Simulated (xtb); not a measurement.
Cl4Hf, charge -1, sextet, geometry from GFN2-xTB of the parent state (such geometries of metal compounds can be far from the true shape) (the multiplicity is a formal guess); GFN2-xTB (xtb).

Input for xtb:
```
$ xtb mol.xyz --gfn 2 --chrg -1 --uhf 5 --json

# file mol.xyz
5

Hf     0.00000000     0.00000000    -0.00000000
Cl     1.82374327    -0.59211105    -1.26725200
Cl     0.68133758     0.49595755     2.13830958
Cl    -1.01228908     1.84282251    -0.92835265
Cl    -1.49279177    -1.74666901     0.05729507
```

Task: Write the output that xtb gives for this input, abridged.

Result: 
```
   ID    Z sym.   atoms
    1   72 Hf     1
    2   17 Cl     2-5

           -------------------------------------------------
          |                Calculation Setup                |
           -------------------------------------------------

           -------------------------------------------------
          |                 G F N 2 - x T B                 |
           -------------------------------------------------

          ...................................................
          :                      SETUP                      :
          :.................................................:
          :  # basis functions                  50          :
          :  # atomic orbitals                  45          :
          :  # shells                           15          :
          :  # electrons                        33          :
          :  max. iterations                   250          :
          :  Hamiltonian                  GFN2-xTB          :
          :  restarted?                      false          :
          :  GBSA solvation                  false          :
          :  PC potential                    false          :
          :  electronic temp.          300.0000000     K    :
          :  accuracy                    1.0000000          :
          :  -> integral cutoff          0.2500000E+02      :
          :  -> integral neglect         0.1000000E-07      :
          :  -> SCF convergence          0.1000000E-05 Eh   :
          :  -> wf. convergence          0.1000000E-03 e    :
          :  Broyden damping             0.4000000          :
          :  net charge                         -1          :
          :  unpaired electrons                  5          :
          ...................................................

 iter      E             dE          RMSdq      gap      omega  full diag
   1    -15.3842697 -0.153843E+02  0.279E+01    0.00       0.0  T
   2    -16.6679089 -0.128364E+01  0.197E+01    0.00       1.0  T
   3    -19.8643549 -0.319645E+01  0.527E+00    0.00       1.0  T
   4    -19.8927524 -0.283975E-01  0.366E+00    0.00       1.0  T
   5    -19.9072126 -0.144602E-01  0.120E+00    0.00       1.0  T
   6    -19.9065715  0.641067E-03  0.789E-01    0.00       1.0  T
   7    -19.8210329  0.855386E-01  0.415E+00    0.00       1.0  T
   8    -19.8912749 -0.702419E-01  0.195E+00    0.00       1.0  T
   9    -19.9075842 -0.163094E-01  0.345E-01    0.00       1.0  T
  10    -19.9005977  0.698655E-02  0.131E+00    0.00       1.0  T
  11    -19.9073943 -0.679656E-02  0.362E-01    0.00       1.0  T
  12    -19.9071437  0.250522E-03  0.392E-01    0.00       1.0  T
  13    -19.9078091 -0.665370E-03  0.546E-02    0.00       1.0  T
  14    -19.9078073  0.181991E-05  0.513E-02    0.00       1.0  T
  15    -19.9078151 -0.783122E-05  0.214E-02    0.00       2.1  T
  16    -19.9078169 -0.178541E-05  0.488E-03    0.00       9.2  T
  17    -19.9078170 -0.626651E-07  0.256E-03    0.00      17.5  T
  18    -19.9078170 -0.190814E-07  0.884E-04    0.00      50.6  T
  19    -19.9078170  0.152830E-08  0.938E-04    0.00      47.7  T

   *** convergence criteria satisfied after 19 iterations ***

         :::::::::::::::::::::::::::::::::::::::::::::::::::::
         ::                     SUMMARY                     ::
         :::::::::::::::::::::::::::::::::::::::::::::::::::::
         :: total energy             -19.890088354023 Eh    ::
         :: gradient norm              0.040222374853 Eh/a0 ::
         :: HOMO-LUMO gap              0.000003703023 eV    ::
         ::.................................................::
         :: SCC energy               -19.907809841053 Eh    ::
         :: -> isotropic ES            0.065012710108 Eh    ::
         :: -> anisotropic ES         -0.012053745242 Eh    ::
         :: -> anisotropic XC         -0.010701275768 Eh    ::
         :: -> dispersion             -0.005655712609 Eh    ::
[...]
         8        2.0000           -0.3070900              -8.3563
         9        1.9761           -0.2981081              -8.1119
        10        1.9761           -0.2981081              -8.1119
        11        1.7782           -0.2957771              -8.0485
        12        1.7782           -0.2957770              -8.0485
        13        1.7781           -0.2957768              -8.0485
        14        1.5712           -0.2948570              -8.0235
        15        1.5711           -0.2948567              -8.0235
        16        1.5711           -0.2948566              -8.0235
        17        1.0000           -0.1474826              -4.0132
        18        1.0000           -0.1474826              -4.0132
        19        0.3334           -0.1302685              -3.5448 (HOMO)
        20        0.3333           -0.1302684              -3.5448 (LUMO)
        21        0.3333           -0.1302684              -3.5448
        22                          0.1107209               3.0129
        23                          0.1586724               4.3177
        24                          0.1586726               4.3177
        25                          0.1586728               4.3177
        26                          0.1586865               4.3181
        27                          0.1586865               4.3181
        28                          0.1586887               4.3181
        29                          0.1586890               4.3181
        30                          0.1586891               4.3182
       ...                                ...                  ...
        45                          0.8915871              24.2613
      -------------------------------------------------------------
                  HL-Gap            0.0000001 Eh            0.0000 eV
             Fermi-level           -0.2127558 Eh           -5.7894 eV

     #   Z          covCN         q      C6AA      α(0)
     1  72 Hf       2.922    -0.317   214.741    31.548
     2  17 Cl       0.731    -0.171   104.235    15.616
     3  17 Cl       0.731    -0.171   104.235    15.616
     4  17 Cl       0.731    -0.171   104.235    15.616
     5  17 Cl       0.731    -0.171   104.235    15.616

 Mol. C6AA /au·bohr⁶  :       3019.460686
 Mol. C8AA /au·bohr⁸  :     217372.310131
 Mol. α(0) /au        :         94.013443

Wiberg/Mayer (AO) data.
largest (>0.10) Wiberg bond orders for each atom

 ---------------------------------------------------------------------------
     #   Z sym  total        # sym  WBO       # sym  WBO       # sym  WBO
 ---------------------------------------------------------------------------
     1  72 Hf   2.060 --     4 Cl   0.515     5 Cl   0.515     3 Cl   0.515
                             2 Cl   0.515
     2  17 Cl   0.672 --     1 Hf   0.515
     3  17 Cl   0.672 --     1 Hf   0.515
     4  17 Cl   0.672 --     1 Hf   0.515
     5  17 Cl   0.672 --     1 Hf   0.515
 ---------------------------------------------------------------------------

Topologies differ in total number of bonds
Writing topology from bond orders to xtbtopo.mol

molecular dipole:
                 x           y           z       tot (Debye)
 q only:        0.000      -0.000      -0.000
   full:        0.000      -0.000       0.000       0.000
molecular quadrupole (traceless):
                xx          xy          yy          xz          yz          zz
 q only:        0.000       0.000      -0.000      -0.000       0.000      -0.000
  q+dip:        0.000       0.000      -0.000      -0.000       0.000       0.000
   full:        0.000       0.000      -0.000      -0.000       0.000       0.000

           -------------------------------------------------
          | TOTAL ENERGY              -19.890088354023 Eh   |
          | GRADIENT NORM               0.040222374853 Eh/α |
          | HOMO-LUMO GAP               0.000003703023 eV   |
           -------------------------------------------------

normal termination of xtb
```
